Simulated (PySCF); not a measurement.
# C4H10PSi: g tensor and hyperfine couplings

C4H10PSi (doublet state).
Structure used (GFN2-xTB), in Å, numbered top down from 1:
```
atom  x, y, z in Å
P1     2.515   -0.285    1.145
Si2    0.933    0.114   -0.398
C3    -0.323    1.477    0.182
C4    -1.593    0.834   -0.147
C5    -1.645   -0.603    0.210
C6    -0.380   -1.278   -0.378
H7     3.292    0.810    0.808
H8     3.245   -1.129    0.327
H9     1.408    0.383   -1.767
H10   -0.191    1.587    1.262
H11   -0.205    2.453   -0.279
H12   -2.211    1.218   -0.939
H13   -1.606   -0.714    1.300
H14   -2.555   -1.086   -0.147
H15   -0.099   -2.159    0.200
H16   -0.592   -1.614   -1.392
```

The hyperfine couplings belong to this conformer and change with its torsions.

As a line formula: `P[Si@@H]1C[CH]CC1` [radical].

Level of theory: PySCF, UKS B3LYP, pcH-1 on C H P Si, non-relativistic, mean-field spin-orbit, GIAO. Geometry: GFN2-xTB, one conformer, isolated molecule. The geometry wasn't refined by DFT: couplings that depend on bond lengths, twists or pyramidal angles can differ widely from those at the functional's own minimum. The SCF solution wasn't tested for stability.

| Property | Result |
| --- | --- |
| g1, g2, g3 | 2.00191, 2.00271, 2.00323 |
| g_iso | 2.00262 |
| Form of g | rhombic: the two nearest values differ by 39 % of g3 − g1 |
| ⟨S²⟩ | 0.7541 (exact 0.7500) |
| α and β electrons | 32, 31 |
| HOMO–LUMO gap, α and β orbitals | 5.39, 5.65 eV |
| Total energy | -789.27759 Eh |

Isotropic coupling and dipolar principal values T1 to T3, in mT (MHz turned into mT with g_iso):

```
atom  isotope  a_iso  of which spin–orbit     T1     T2    T3  Mulliken spin population
  P1      31P   0.26                 0.00  -0.23  -0.21  0.44                      0.02
 Si2     29Si  -4.24                 0.00  -0.66   0.30  0.36                      0.08
  C3      13C  -1.09                 0.00  -0.09  -0.01  0.10                     -0.08
  C4      13C   4.23                 0.00  -2.69  -2.68  5.37                      0.96
  C5      13C  -0.77                 0.00  -0.06  -0.03  0.09                     -0.07
  C6      13C   2.41                 0.00  -0.15  -0.13  0.27                      0.04
  H7       1H   0.03                 0.00  -0.04  -0.02  0.06                      0.00
  H8       1H   0.12                 0.00  -0.04   0.00  0.04                      0.00
  H9       1H  -0.03                 0.00  -0.07  -0.06  0.12                      0.00
 H10       1H   4.06                 0.00  -0.17  -0.14  0.32                      0.05
 H11       1H   0.08                 0.00  -0.16  -0.12  0.27                      0.00
 H12       1H  -1.94                 0.00  -1.30   0.01  1.29                     -0.04
 H13       1H   2.79                 0.00  -0.18  -0.15  0.33                      0.03
 H14       1H   0.10                 0.00  -0.18  -0.13  0.31                      0.00
 H15       1H   0.30                 0.00  -0.10  -0.05  0.16                      0.01
 H16       1H  -0.15                 0.00  -0.13  -0.09  0.22                      0.00
```

The largest Mulliken spin populations are on C4 (+0.96), Si2 (+0.08), C3 (-0.08) and C5 (-0.07). No atom but C4 exceeds +0.15. The angles at C4 add up to 354.5°, so it is nearly planar; its axial dipolar tensor and the negative coupling of its proton fit spin in a p orbital normal to that plane.

Under fast tumbling the dipolar parts average out, and these isotropic splittings remain (the largest six): 1 × 1H (H10, I = 1/2, 2 lines) with 4.06 mT, 1 × 1H (H13, I = 1/2, 2 lines) with 2.79 mT, 1 × 1H (H12, I = 1/2, 2 lines) with 1.94 mT, 1 × 1H (H15, I = 1/2, 2 lines) with 0.30 mT, 1 × 31P (P1, I = 1/2, 2 lines) with 0.26 mT and 1 × 1H (H16, I = 1/2, 2 lines) with 0.15 mT.

Nuclei that the bonding pattern makes equivalent are averaged, as if the motion that swaps them (rotation, inversion, ring flip) were fast.

The 13C coupling of C4 (118.7 MHz) shows only in satellite lines or after enrichment, since that isotope makes up about 1.07 % of natural carbon.

The 29Si coupling of Si2 (-118.8 MHz) shows only in satellite lines or after enrichment, since that isotope makes up about 4.7 % of natural silicon.

β density exceeds α density at some nuclei, such as C3 (-0.0271), C5 (-0.0192) and H12 (-0.0122), spin density in bohr⁻³. In a single determinant that takes different orbitals for the two spins, that is spin polarisation.
